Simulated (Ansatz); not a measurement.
Isolated molecules relaxed with PBE0-D4/def2-TZVP in Ansatz; ΔE leaves out vibrations. CBS: MP2 limit from def2 TZ/QZ plus the TZ coupled-cluster correction, frozen cores. Functionals use def2-TZVPP. For Ga outer-core shells are correlated without core-valence functions, which leaves a few kJ/mol of doubt a bond. Scalar relativity is left out up to krypton. Each species was taken in one conformer, which may not be the lowest.

`C[CH](C)[Ga]([Cl])[O][SiH3]` + `BOC` → `B[O][Ga]([Cl])[O][SiH3]` + `CC(C)C`  (formal exchange of groups at a Ga–C bond)

`C[CH](C)[Ga]([Cl])[O][SiH3]`:

Cartesian coordinates in Å:
```
C -0.695 -1.520 -1.176
C -0.602 -1.213 0.316
C -1.949 -1.317 1.020
Ga 0.257 0.527 0.621
Cl -0.215 1.846 2.256
O 1.524 1.166 -0.449
Si 2.449 2.513 -0.536
H 0.274 -1.450 -1.674
H -1.081 -2.533 -1.331
H -1.378 -0.834 -1.685
H 0.090 -1.930 0.775
H -2.363 -2.323 0.901
H -2.676 -0.616 0.602
H -1.874 -1.110 2.090
H 3.315 2.405 -1.740
H 3.314 2.651 0.667
H 1.610 3.737 -0.656
```

`BOC`:

```xyz
8

B    -0.220   -0.906   -0.975
O    -0.385    0.342   -0.521
C     0.133    0.768    0.723
H     0.386   -1.714   -0.320
H    -0.699   -1.163   -2.041
H     0.664   -0.042    1.230
H     0.815    1.603    0.554
H    -0.693    1.111    1.350
```

`B[O][Ga]([Cl])[O][SiH3]`:

Z-matrix (Å, degrees):
```
Si
O 1 1.640
H 1 1.487 2 110.7
H 1 1.484 2 107.7 3 -119.5
H 1 1.487 2 110.8 3 121.0
Ga 2 1.752 1 142.7 3 -67.4
O 6 1.787 2 122.5 1 1.4
Cl 6 2.104 2 119.9 1 -178.0
B 7 1.347 6 125.2 2 7.5
H 9 1.207 7 121.1 6 0.9
H 9 1.200 7 117.9 6 -179.2
```

`CC(C)C`:

Cartesian coordinates in Å:
```
C -0.633 0.321 1.263
C 0.057 0.390 -0.091
C -0.814 -0.220 -1.178
C 1.420 -0.285 -0.042
H -0.026 0.784 2.046
H -1.601 0.828 1.244
H -0.810 -0.721 1.553
H 0.214 1.448 -0.336
H -0.999 -1.280 -0.975
H -0.337 -0.148 -2.159
H -1.785 0.280 -1.239
H 1.935 -0.214 -1.004
H 1.315 -1.348 0.200
H 2.063 0.166 0.718
```

CCSD(T)/CBS gives -24.1 kcal/mol.

Q: Another level gave -23.1 kcal/mol. Which?
A. SCS-MP2/def2-TZVPP
B. LDA (SPW92)/def2-TZVPP
C. RPA@PBE/def2-TZVPP
D. PBE0/def2-TZVPP

A: D. PBE0 -23.1, SCS-MP2/def2-TZVPP -27.0, RPA@PBE/def2-TZVPP -24.5, LDA (SPW92) -21.1 kcal/mol.

Largest T1 diagnostic among the species: 0.014.

Leaving LDA and LC-ωPBE aside and taking each functional with its dispersion term where it has one, the values, not all of them listed here, spread over 5.6 kcal/mol, from PBE-QIDH to BLYP-D4. From BLYP to BHLYP (50 % exact exchange), in def2-TZVPP and without D4, ΔE moves by −4.8 kcal/mol. In def2-TZVPP, CCSD(T) changes the Hartree–Fock value by +2.9 kcal/mol (the triples alone add +0.5 kcal/mol) and MP2 by +1.9 kcal/mol.
